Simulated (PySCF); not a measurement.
Cyclo-(F2GeS)2.
Bonds: Ge1–F2, Ge1–F3, Ge1–S4, Ge1–S8, S4–Ge5, Ge5–F6, Ge5–F7, Ge5–S8.

Method: PySCF, PBE0-D3(BJ)/def2-SVP geometry optimisation, gas phase; density fitting, grid level 1; the optimiser is geomeTRIC in internal coordinates, started from a GFN2-xTB structure with every atom displaced at random (about 0.03 Å).

Step 0: E = -145519.7474 eV
```
atom  x, y, z in Å  |  force x, y, z in eV/Å
Ge1    -0.6335    1.1820    0.1741   -2.402   3.316   0.201
F2     -2.3307    1.5980    0.7441    2.392  -1.116  -0.756
F3     -0.2522    2.9060   -0.1914    0.015  -2.128   0.315
S4     -0.5143   -0.1240   -1.6354   -0.096   0.059   0.429
Ge5     0.6884   -1.2780   -0.1946    0.966  -0.765   0.513
F6      2.3042   -1.6064   -0.7561   -0.660   0.344   0.220
F7      0.2072   -2.9143    0.1691   -0.066   0.901  -0.115
S8      0.6692    0.1509    1.6066   -0.150  -0.611  -0.808
```

Step 1: E = -145520.1991 eV
```
atom  x, y, z in Å  |  force x, y, z in eV/Å
Ge1    -0.6590    1.2203    0.1701   -0.205   0.330  -0.206
F2     -2.2657    1.4627    0.7318    0.072  -0.039   0.006
F3     -0.1576    2.8203   -0.2124    0.019  -0.067   0.089
S4     -0.5458   -0.1026   -1.6044   -0.126  -0.090  -0.041
Ge5     0.6778   -1.2504   -0.1832    0.358   0.077   0.283
F6      2.2777   -1.5313   -0.7402    0.007   0.055  -0.034
F7      0.1739   -2.8490    0.1833   -0.174   0.042  -0.009
S8      0.6369    0.1443    1.5712    0.049  -0.307  -0.087
```

Step 2: E = -145520.2133 eV
```
atom  x, y, z in Å  |  force x, y, z in eV/Å
Ge1    -0.6625    1.2261    0.1633   -0.007  -0.014  -0.200
F2     -2.2628    1.4547    0.7316   -0.078   0.039   0.056
F3     -0.1467    2.8186   -0.2088    0.029   0.064   0.062
S4     -0.5563   -0.1123   -1.6023   -0.080  -0.056  -0.014
Ge5     0.6857   -1.2474   -0.1790    0.229   0.057   0.119
F6      2.2856   -1.5181   -0.7404   -0.006   0.006  -0.030
F7      0.1612   -2.8392    0.1877   -0.106   0.008  -0.030
S8      0.6340    0.1319    1.5641    0.019  -0.105   0.036
```

Step 3: E = -145520.2216 eV
```
atom  x, y, z in Å  |  force x, y, z in eV/Å
Ge1    -0.6652    1.2276    0.1529   -0.027  -0.121  -0.090
F2     -2.2645    1.4584    0.7318    0.016   0.032   0.013
F3     -0.1409    2.8220   -0.1999    0.022   0.029   0.042
S4     -0.5677   -0.1298   -1.6001   -0.023   0.008   0.030
Ge5     0.6995   -1.2452   -0.1740    0.076   0.022  -0.009
F6      2.2971   -1.5110   -0.7438   -0.018  -0.023  -0.017
F7      0.1485   -2.8295    0.1878   -0.026  -0.010  -0.041
S8      0.6314    0.1218    1.5617   -0.020   0.063   0.072
```

Q: Estimate the geometry and energy of step 4. (The exact step hangs on the optimiser's Hessian estimate; all steps are aligned on step 3, rigid shifts and turns removed.)

A: E = -145520.2242 eV, largest force 0.110 eV/Å
```
atom  x, y, z in Å  |  force x, y, z in eV/Å
Ge1    -0.6672    1.2251    0.1471    0.008  -0.105  -0.030
F2     -2.2629    1.4634    0.7304   -0.018   0.018   0.014
F3     -0.1404    2.8217   -0.1936    0.029   0.011   0.016
S4     -0.5733   -0.1393   -1.5978    0.005   0.027   0.027
Ge5     0.7072   -1.2432   -0.1712    0.005   0.017  -0.010
F6      2.3017   -1.5114   -0.7471   -0.013  -0.019  -0.007
F7      0.1441   -2.8252    0.1838    0.006  -0.008  -0.033
S8      0.6290    0.1233    1.5646   -0.020   0.059   0.023
```

The energy changes by -0.0026 eV. The first-order estimate −F·Δx gives -0.0026 eV and the mean of the old and new forces, exact on a quadratic surface, -0.0016 eV. The step makes an angle of 55° with the force vector and moves no atom by more than 0.011 Å.

The cost below is that of the whole optimisation. On AMD EPYC, one thread, no GPU, on a shared host, this took 7.0 min wall and 0.76 GiB of memory at its peak.
